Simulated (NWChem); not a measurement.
Molecule: TiBr₃Cl; SMILES [Cl][Ti]([Br])([Br])[Br]

Not confirmed as a minimum by frequencies. B3LYP is NWChem's, with the RPA form of VWN correlation.

### Question
Give the equilibrium geometry at B3LYP/6-31G* (spherical d) (NWChem) as a Z-matrix, with the point group.

### Answer
point group C3v; any orientation.
```
Ti
Cl 1 2.1802
Br 1 2.3301 2 109.36
Br 1 2.3301 2 109.36 3 -120.00
Br 1 2.3301 2 109.36 3 120.00
```
